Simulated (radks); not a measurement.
Question: These are the eigenvalues of the occupied orbitals of an atom or ion with whole-number occupations (hartree). Method: Dirac Kohn-Sham, BP86, spin-unpolarised, spherical densities, finite nucleus; Fermi nuclear charge, rms radius of each element as measured or else 0.836 A^(1/3) + 0.57 fm; computed with a radial shooting solver on a logarithmic mesh with Libxc functionals.

1s1/2: -1970.216
2s1/2: -328.3431
2p1/2: -312.3396
2p3/2: -282.9209
3s1/2: -73.48348
3p1/2: -66.49258
3p3/2: -60.38362
3d3/2: -48.35202
3d5/2: -47.01818
4s1/2: -14.94365
4p1/2: -12.18495
4p3/2: -10.81985
4d3/2: -6.27497
4d5/2: -6.02790
5s1/2: -2.31613
5p1/2: -1.57372
5p3/2: -1.39997
4f5/2: -0.64795
4f7/2: -0.61556

Which element is it, and in what charge state? The configuration may be excited. Open shells, if any, are shared by 2j + 1.

Answer: Z = 66, dysprosium, charge +2: Dy2+ in [Xe] 4f10. The list shows which subshells hold electrons but not how many an open one holds; the 1s level, -1970.2 hartree, gives Z - s = 62.8 by -(Z - s)^2/2, which with screening and relativity narrows Z to a few neighbours, and the depths of the outer levels then fix element, charge and occupations together.
